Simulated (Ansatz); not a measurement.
`C[N](C)[Ga]([F])[Br]`, relaxed with RKS PBE0-D4/def2-TZVP in the Gaussian-basis code of Ansatz from a GFN2-xTB geometry. The force threshold is 0.005 eV/Å; the program also tests the step.

Total charge 0; spin multiplicity 1.

Start:

```xyz
12

C     0.385    1.283    0.504
N    -0.115    0.124   -0.214
C     0.887   -0.518   -1.047
Ga   -1.420   -0.962    0.595
F    -1.704   -2.562   -0.080
Br   -2.981   -0.123    2.034
H     0.603    2.075   -0.219
H     1.301    1.068    1.068
H    -0.380    1.654    1.192
H     0.472   -1.435   -1.472
H     1.803   -0.761   -0.494
H     1.147    0.156   -1.868
```

Problem. By how much does the energy fall, and how many steps does the optimiser take? (Best estimate.)

Solution. Computed: 3.37 kcal/mol, in 8 steps.

Problem. Which bonds change most? (Best estimate.)

Solution. The calculation gave: N2–Ga4 from 1.880 to 1.795 Å; Ga4–Br6 from 2.283 to 2.262 Å; Ga4–F5 from 1.760 to 1.747 Å; C1–N2 from 1.452 to 1.441 Å.

Problem. Give the relaxed structure. (Estimate.)

Solution. Ansatz gave: 
```xyz
12

C     0.386    1.267    0.520
N    -0.001   -0.015   -0.011
C     0.908   -0.553   -0.995
Ga   -1.482   -0.894    0.496
F    -1.806   -2.443   -0.244
Br   -2.957   -0.127    2.031
H     0.453    2.023   -0.274
H     1.367    1.215    1.011
H    -0.339    1.619    1.257
H     0.558   -1.521   -1.358
H     1.912   -0.691   -0.574
H     1.000    0.120   -1.858
```
